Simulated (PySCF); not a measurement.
## Shapes and spin states of Rh(OH)3

Computed with PBE in PySCF with Rh def2-SVP with ECP28, O def2-SVP, H def2-SVP; scalar-relativistic core potentials, no spin–orbit coupling; density-fitted integrals.

Relaxations began from a few typed shapes and spin states; open shells are unrestricted. The search is not exhaustive: other isomers or separated fragments can lie lower, and high-lying points may rest on an excited occupation.

Q: Which is the lowest minimum found?
A. quintet Cs: O–H 0.977 Å (×2), O–H 0.982 Å, Rh–O 1.934 Å, Rh–O 1.939 Å, Rh–O 1.980 Å; H–O–Rh 112.9°, H–O–Rh 118.9°, H–O–Rh 121.8°, O–Rh–O 106.9° (×2), O–Rh–O 146.2°
B. quintet C3h: O–H 0.980 Å (×3), Rh–O 1.956 Å (×3); H–O–Rh 117.1° (×3), O–Rh–O 120.0° (×3)
C. triplet Cs: O–H 0.978 Å (×2), O–H 0.993 Å, Rh–O 1.876 Å, Rh–O 1.899 Å, Rh–O 1.942 Å; H–O–Rh 102.0°, H–O–Rh 113.8°, H–O–Rh 120.0°, O–Rh–O 82.3°, O–Rh–O 102.0°
D. triplet Cs: O–H 0.981 Å (×3), Rh–O 1.903 Å, Rh–O 1.927 Å (×2); H–O–Rh 109.5°, H–O–Rh 114.1° (×2), O–Rh–O 105.3° (×2), O–Rh–O 148.6°
E. singlet C3v: O–H 0.986 Å (×3), Rh–O 1.844 Å (×3); H–O–Rh 108.9° (×3), O–Rh–O 120.0° (×3)

A: E. The others lie at 66.1 (triplet Cs), 90.6 (triplet Cs), 146.7 (quintet C3h), 150.7 (quintet Cs) kJ/mol above it.
